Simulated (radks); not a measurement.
Results of a calculation; reference values are marked as such.
Spherical quantum dot in the effective-mass picture: electrons in a parabolic well V = omega^2 r^2 / 2 with omega = 0.442, all in effective atomic units (hartree* = m*/eps^2 hartree, bohr* = eps/m* bohr), one dielectric constant everywhere. Level of theory: non-relativistic Kohn-Sham, PBE, spin-polarised, spherical densities (a radial shooting solver with Libxc functionals). Levels are named by radial order and angular momentum (1s, 1p, 1d, 2s, ...), and open shells are averaged over m.

N = 13, configuration 1s2 1p6 1d(up 5, down 0). This is the lowest configuration that the search found. Occupied and some empty levels:

level,occupation,eigenvalue (hartree*),<r> (bohr*)
1s up,1,4.4370,2.644
1s down,1,4.4697,2.489
1p up,3,4.6221,3.193
1p down,3,4.6779,3.118
1d up,5,4.8466,3.580
1d down,0,4.9130,3.555
2s up,0,4.9323,3.007
2s down,0,4.9639,3.075
1f up,0,5.1031,3.893
1f down,0,5.1728,3.901
2p up,0,5.2202,3.438
2p down,0,5.2545,3.467

Energy (hartree*): total 38.6288, kinetic 4.3877, external 14.428, Hartree 23.518, exchange-correlation -3.7047.

Electron density:

r (bohr*),n(r) (e/bohr*^3)
0.474,0.02789
0.982,0.03376
1.49,0.04163
2.00,0.04828
2.51,0.05006
3.02,0.04458
3.52,0.03276
4.03,0.01904
4.54,0.008444
5.05,0.002852
5.56,0.0007423
6.06,0.0001480
6.57,0.00002240
